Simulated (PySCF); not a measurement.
SMILES [SiH3][Mg][I], PBE0/def2-SVP optimised geometry.

```
6

Mg     0.28    -0.35     0.00
I      2.85    -0.35     0.00
Si    -2.28    -0.35     0.00
H     -2.85    -1.04     1.21
H     -2.85    -1.04    -1.20
H     -2.84     1.04     0.00
```

Density from PBE0/def2-TZVP, def2 effective core potentials past Kr in PySCF at that geometry. The core electrons that the potentials of I replace are not part of the density.

Minimum of the electron density along straight lines between bonded atoms, close to the bond critical point (lines longer than 1.1 times the sum of covalent radii, or with two minima, are not listed):

| bond | length / Å | ρ at the minimum / e bohr⁻³ | ∇²ρ there / e bohr⁻⁵ | position (fraction from the first atom) |
|---|---|---|---|---|
| Mg1–I2 | 2.571 | 0.039 | 0.14 | 0.36 |
| Mg1–Si3 | 2.567 | 0.042 | 0.07 | 0.37 |
| Si3–H4 | 1.501 | 0.115 | 0.16 | 0.49 |
| Si3–H5 | 1.501 | 0.115 | 0.16 | 0.49 |
| Si3–H6 | 1.501 | 0.115 | 0.16 | 0.49 |
